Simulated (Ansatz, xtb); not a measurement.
## Isomers of C5H5N3 in order of energy

6 gas-phase structures of C5H5N3, from a drawn sample of its isomers (lower ones may exist). Each was relaxed with GFN2-xTB:

A. `N#Cc1[nH]ccc1N`, a singlet
B. `N#Cn1ccc(N)c1`, a singlet
C. `N#Cc1c[nH]cc1N`, a singlet
D. `N#Cc1ccn(N)c1`, a singlet
E. `N#Cc1cccn1N`, a singlet
F. `N#Cc1cc(N)c[nH]1`, a singlet

Question: Estimate their order in r2SCAN-D4/def2-SVP//GFN2-xTB energy at these geometries, lowest first.

Answer: Calculated order at r2SCAN-D4/def2-SVP//GFN2-xTB: A (0.0), C (1.5), F (3.8), B (19.3), E (25.0), D (26.3) kcal/mol.

Energies above the lowest of each column, in kcal/mol; the last columns are at r2SCAN-D4/def2-SVP geometries and were run for some of them only (a dash: not run or not comparable):

| structure | GFN2-xTB | HF/STO-3G | r2SCAN-D4/def2-SVP//GFN2-xTB | r2SCAN-D4/def2-SVP | CCSD(T)/def2-SVP + ΔMP2/def2-TZVPP |
| --- | --- | --- | --- | --- | --- |
| A | 1.0 | 0.1 | 0.0 | 0.0 | 0.2 |
| C | 2.4 | 0.0 | 1.5 | 1.4 | 0.0 |
| F | 3.5 | 2.6 | 3.8 | 3.7 | 2.7 |
| B | 0.0 | 13.4 | 19.3 | 18.8 | 16.8 |
| E | 19.9 | 15.0 | 25.0 | – | – |
| D | 20.5 | 13.8 | 26.3 | – | – |

CCSD(T)/def2-SVP + ΔMP2/def2-TZVPP puts C lowest of those it was run on, with A within 1 kcal/mol; GFN2-xTB picks B. CCSD(T)/def2-SVP + ΔMP2/def2-TZVPP orders those it was run on as C (0.0), A (0.2), F (2.7), B (16.8) kcal/mol. Less than 1 kcal/mol parts C and A, so the order within that pair means little. Flexible structures stand in one conformer each, not always the lowest. Frequencies (GFN2-xTB) were run for A, B, C, F alone. ΔMP2 is the change of the MP2 energy from the smaller to the larger basis.

Over these structures GFN2-xTB departs from r2SCAN-D4/def2-SVP//GFN2-xTB by 5.3 kcal/mol on average once a common shift is removed. A GFN2-xTB relaxation took about 0.18 s and the r2SCAN-D4/def2-SVP//GFN2-xTB energy about 4.4 s on a shared host (Ansatz 0.2.0, xtb 6.7.1).
